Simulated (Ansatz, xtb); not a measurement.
Species: sum formula SnOF (charge -1, singlet). 
Structure (B3LYP-D3(BJ)/def2-TZVP (Ansatz, a first-principles code) minimum search):
```
Sn
O 1 1.8793
F 1 2.0649 2 104.38
```
Charge -1, spin multiplicity 1.

Harmonic wavenumbers from GFN2-xTB (xtb, at its own minimum), cm⁻¹: 150, 278, 622.

Question: Give the harmonic wavenumbers at B3LYP-D3(BJ)/def2-TZVP (Ansatz, finite differences of forces, unscaled).

Answer: 202, 434, 754 cm⁻¹. Zero-point energy 2.0 kcal/mol.

Question: From these and the geometry, give the ideal-gas thermochemistry at 298.15 K and 1 atm (rigid rotor, harmonic oscillator).

Answer: Point group Cs, rotational symmetry number 1. Rotational constants 13.34, 5.773, 4.029 GHz. S(trans) 41.00, S(rot) 24.45, S(vib) 3.21, S(elec, spin only) 0.00, S 68.7 cal/(mol K). H(298) - H(0) 2.95 kcal/mol; G - E(el) -15.5 kcal/mol.
